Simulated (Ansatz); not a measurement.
Reaction (substitution at a C–B bond): `NBC(N)[SiH3]` + CH₃OH → `COC(N)[SiH3]` + `BN`

Gas-phase electronic energies from Ansatz, PBE0-D4/def2-TZVP geometries. CCSD(T)/CBS is the MP2 limit (def2-TZVPP, def2-QZVPP) plus CCSD(T) − MP2 in def2-TZVPP, frozen cores. This one scheme is used for every species. DFT in def2-TZVPP. B3LYP here is the variant with VWN-RPA as its local correlation; programs differ in this. Each species was taken in one conformer, which may not be the lowest.

```tsv
level	ΔE (kJ/mol)
ωB97M-V	59.6
PBE0	61.9
B3LYP	52.7
HF/def2-TZVPP	52.5
SCS-MP2/def2-TZVPP	59.4
CCSD(T)/def2-TZVPP	59.5
HF/def2-QZVPP	52.9
MP2/def2-QZVPP	66.7
```

(1) What does CCSD(T)/CBS give? (An estimate is asked.)

Largest T1 diagnostic among the species: 0.012.

Results:

(1) The calculation gave: +63.0 kJ/mol. The listed levels differ from it by -3.4, -1.1, -10.3, -10.5, -3.6, -3.5, -10.1, 3.7 kJ/mol.

In def2-TZVPP, CCSD(T) changes the Hartree–Fock value by +6.9 kJ/mol (the triples alone add −0.9 kJ/mol) and MP2 by +12.0 kJ/mol. From PBE to PBE0 (25 % exact exchange), in def2-TZVPP and without D4, ΔE moves by +4.7 kJ/mol.
